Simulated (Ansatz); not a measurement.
Basis-set extrapolation for CH6AlBO, SMILES `[BH2][AlH][O]C` (PBE0-D4/def2-TZVP geometry, frozen core, Ansatz 0.2.0). Multiplicity 1, RHF reference.

|  | def2-TZVPP | def2-QZVPP |
| --- | --- | --- |
| HF | -382.884435 | -382.898750 |
| MP2 correlation | -0.587387 | -0.629804 |
| CCSD(T) correlation | -0.653105 | not run |

Energies in hartree. Use E(X) = E(∞) + A·exp(−7.88·√X) for Hartree–Fock and E(X) = E(∞) + B·X^(−2.97) for correlation, with X = 3 and 4, and add CCSD(T) minus MP2 of the smaller set to the MP2 limit.

Q: What is the CCSD(T) energy at the basis-set limit?

A: HF limit: -382.898750 + (-0.014315) × 0.13774 = -382.90072. MP2 limit: -0.629804 + (-0.042417) × 0.74074 = -0.66122. Higher-order term: -0.653105 − (-0.587387) = -0.06572. Total: -383.62766 hartree, 236.6 kJ/mol below CCSD(T)/def2-TZVPP.
